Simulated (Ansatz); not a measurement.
FH2OPSi, relaxed with RKS PBE-D4/def2-SVP in Ansatz 0.2.0 from a rough embedded geometry. The force threshold is 0.03 eV/Å; the program also tests the step.

The species carries charge 0 and has multiplicity 1. The bonds changed during the relaxation, so this is another structure than the one it started from.

Start:

```xyz
6

F     0.474    1.254   -1.165
Si    0.402   -0.345   -0.951
O     0.706   -0.756    0.546
P    -0.559   -0.347    1.508
H    -0.872   -0.859   -1.551
H    -0.152    1.052    1.612
```

(1) By how much does the energy fall, and how many steps does the optimiser take? (Estimate.)

(2) Which bonds change most? (An estimate is asked.)

(3) Give the relaxed structure. (Estimate.)

Results:

(1) Computed: 207.46 kJ/mol, in 26 steps, 2 of them rejected.

(2) Ansatz gave: P4–H5 from 3.118 to 1.447 Å; Si2–O3 from 1.582 to 1.676 Å; O3–P4 from 1.641 to 1.704 Å; F1–Si2 from 1.615 to 1.661 Å.

(3) Computed: 
```xyz
6

F     1.213    1.456   -0.999
Si    1.451   -0.154   -1.325
O     0.464   -0.873   -0.176
P    -0.499   -0.388    1.144
H    -1.739   -0.968    0.677
H    -0.890    0.927    0.680
```
